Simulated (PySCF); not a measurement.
ClF3H2OSi2, SMILES Cl[SiH2]O[Si](F)(F)F. Atoms are numbered in the order given.

```xyz
9

Si     1.0596    -0.6820     0.4626
F      1.5169    -1.8483     1.4508
F      1.5933    -1.0277    -1.0020
F      1.7506     0.6784     0.9354
O     -0.5518    -0.5556     0.4847
Si    -1.8952     0.2999     0.0064
Cl    -1.3134     1.7194    -1.3799
H     -2.8412    -0.6417    -0.6291
H     -2.4657     0.9850     1.1863
```

Geometry optimised at B3LYP-D3(BJ)/def2-SVP. The structure was generated by enumeration, and PubChem lists no compound with its InChIKey, so it may never have been made. The values are those of a single conformer.

Two levels are set side by side: PBE/pcSseg-1 (PySCF) and B3LYP/pcSseg-1 (PySCF). GIAO shifts against CFCl3 (¹⁹F), H2O (¹⁷O), HCl (³⁵Cl), TMS (²⁹Si), TMS (¹H) at the same level; non-relativistic, no solvent, atoms listed together averaged. Without spin–orbit terms, shifts of atoms bonded to Cl or Br come out too high at both levels. Differences are taken from unrounded values.

```json
[
 {"quantity": "δ(²⁹Si) of Si1 (ppm)", "PBE": "-100.6"},
 {"quantity": "δ(¹⁷O) of O5 (ppm)", "PBE": "87.4"},
 {"quantity": "δ(²⁹Si) of Si6 (ppm)", "PBE": "-10.0"},
 {"quantity": "δ(³⁵Cl) of Cl7 (ppm)", "PBE": "78.8"},
 {"quantity": "δ(¹H) of H8, H9 (ppm)", "PBE": "5.99"}
]
```

These are the PBE values. What does B3LYP give? (An estimate is asked for; the answer gives what the named calculation found.)


```
quantity                B3LYP  PBE minus B3LYP
---------------------  ------  ---------------
δ(²⁹Si) of Si1 (ppm)   -108.9              8.2
δ(¹⁷O) of O5 (ppm)       77.6              9.8
δ(²⁹Si) of Si6 (ppm)    -15.3              5.3
δ(³⁵Cl) of Cl7 (ppm)     57.3             21.6
δ(¹H) of H8, H9 (ppm)    5.67             0.32
```

Rough cost on one machine, each run with all the roots and properties that it gave: B3LYP against PBE within a factor of 2.
